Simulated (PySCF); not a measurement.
CHCl2, charge +1, multiplicity 1. Atoms are numbered in the order given.

```xyz
4

Cl     0.0000    -1.4363     0.1567
C      0.0000     0.0000    -0.6057
Cl     0.0000     1.4363     0.1567
H      0.0000     0.0000    -1.6950
```
Charge +1, spin multiplicity 1.

Geometry: B3LYP-D3(BJ)/def2-TZVP. The spin state was assumed, not searched. The isomer is the one that the SMILES or the coordinates give; other isomers of the formula were not compared.

All values below come from B3LYP-D3(BJ)/def2-TZVP (PySCF 2.14.0).

Frequencies are harmonic and unscaled.

| mode | ν (cm⁻¹) | IR (km/mol) | Raman (Å⁴/amu) | depolarisation | moving atoms (share of kinetic energy) |
|---|---|---|---|---|---|
| 1 | 357 | 1.5 | 5.7 | 0.46 | Cl 82 %, C 17 % |
| 2 | 847 | 19.8 | 11.6 | 0.07 | C 60 %, Cl 34 % |
| 3 | 903 | 16.2 | 0.2 | 0.75 | H 66 %, C 32 % |
| 4 | 1058 | 306.4 | 3.3 | 0.75 | C 64 %, Cl 20 %, H 17 % |
| 5 | 1322 | 48.0 | 0.5 | 0.75 | H 80 %, C 19 % |
| 6 | 3144 | 33.3 | 61.1 | 0.30 | H 92 %, C 8 % |
